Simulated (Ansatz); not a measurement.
Reaction (formal exchange of groups at a B–C bond): `CB(C)CCl` + `NCSS` → `CB(N)CCl` + `CCSS`

Calculated with Ansatz (gas phase, PBE0-D4/def2-TZVP geometries, no zero-point term in ΔE). CCSD(T)/CBS adds triple-zeta CCSD(T) − MP2 to the extrapolated MP2 energy (def2 sets, frozen cores). Functionals use def2-TZVPP. Each species was taken in one conformer, which may not be the lowest.

Question: Is it downhill or uphill in electronic energy at CCSD(T)/CBS, and by how much? (An estimate is asked.)

Answer: The calculation gave: Downhill: ΔE = -150.7 kJ/mol.

Question: What do these levels give: r2SCAN-D4, PBE, r2SCAN, CCSD/def2-TZVPP, CCSD(T)/def2-TZVPP, HF/def2-QZVPP? (Best estimate.)

Answer: The calculation gave: r2SCAN-D4 -143.6, PBE -141.6, r2SCAN -143.7, CCSD/def2-TZVPP -151.8, CCSD(T)/def2-TZVPP -150.4, HF/def2-QZVPP -154.3 kJ/mol.

Largest T1 diagnostic among the species: 0.012.

From PBE to PBE0 (25 % exact exchange), in def2-TZVPP and without D4, ΔE moves by −4.2 kJ/mol.
